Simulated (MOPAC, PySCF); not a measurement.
C10H10Si, SMILES `[SiH3]c1ccccc2cccc1-2`, neutral singlet in the gas phase. 

Cartesian coordinates (Å):
SMILES: c12-c(ccc1)ccccc2[SiH3]
```xyz
21

Si     2.8430     0.4059    -0.2892
C      1.0829    -0.2898    -0.1735
C      0.9583    -1.6738    -0.3557
C     -0.1808    -2.4873    -0.3327
C     -1.5159    -2.1557    -0.1224
C     -2.0637    -0.8942     0.1244
C     -1.4204     0.3316     0.2207
C     -2.0573     1.5600     0.4737
C     -1.0843     2.5639     0.4981
C      0.1842     2.0045     0.2634
C      0.0441     0.6200     0.0830
H      3.7789    -0.7247    -0.5647
H      3.2399     1.0702     0.9889
H      2.9494     1.4097    -1.3908
H      1.8901    -2.2156    -0.5468
H      0.0128    -3.5506    -0.5080
H     -2.2261    -2.9867    -0.1542
H     -3.1502    -0.8623     0.2616
H     -3.1290     1.6894     0.6230
H     -1.2764     3.6237     0.6727
H      1.1205     2.5617     0.2286
```
Charge 0, multiplicity 1.

All levels are single points at this geometry (PBE0-D3(BJ)/def2-SVP); Pople sets use spherical d functions. Orbital energies aren't observables, and empty levels follow the basis.

```
level                           HOMO (eV)  LUMO (eV)  gap (eV)  dipole (D)  vertical IE, Delta-SCF (eV)
------------------------------  ---------  ---------  --------  ----------  ---------------------------
PBE-D3(BJ)/def2-TZVP in PySCF       -5.06      -3.07      1.99        1.24                         7.41
PBE0-D3(BJ)/def2-TZVP in PySCF      -5.84      -2.35      3.50        1.33                         7.35
B3LYP/3-21G in PySCF                -5.39      -2.09      3.30        1.34                            –
B3LYP/LANL2DZ in PySCF              -5.50      -2.23      3.27        1.35                            –
PBE/6-31G* in PySCF                 -4.72      -2.71      2.01        1.22                         7.16
SVWN5/6-31G* in PySCF               -4.89      -2.90      1.99        1.19                         7.39
HF/3-21G in PySCF                   -7.17       1.12      8.28        1.83                            –
PM3 in MOPAC                        -7.90      -1.12      6.78        1.79                            –
PM7 in MOPAC                        -8.17      -1.26      6.91        1.98                            –
```
